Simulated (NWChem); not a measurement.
Molecule: CH₄GeO, singlet; SMILES C[O][GeH]

```xyz
7

Ge     0.0039    -0.8140     0.0000
H     -1.5810    -0.4700     0.0000
O      0.5311     0.8843     0.0000
C     -0.2417     2.0486     0.0000
H     -0.0077     2.6588     0.8893
H     -0.0077     2.6588    -0.8893
H     -1.3265     1.8325     0.0000
```
Atoms are numbered in this order, from 1.

Low-valent species are run as closed-shell singlets; no triplet was tried in these runs. Coordinates come from a PBE0/def2-SVP optimisation.

Symmetry labels are those of Cs in the frame above (b1 and b2, or b-type labels, depend on it).

### Question
List the 4 lowest vertical singlet excitations from CAM-B3LYP/def2-SVPD, TDA (NWChem).

### Answer
```
state  energy (eV)  oscillator strength  symmetry  leading excitation (squared amplitude)
-----  -----------  -------------------  --------  --------------------------------------
S1            3.41                0.023        a"                      HOMO → LUMO (0.97)
S2            5.07                0.011        a"                    HOMO−2 → LUMO (0.97)
S3            5.88                0.056        a'                    HOMO−1 → LUMO (0.78)
S4            6.11                0.104        a'                    HOMO → LUMO+1 (0.65)
```
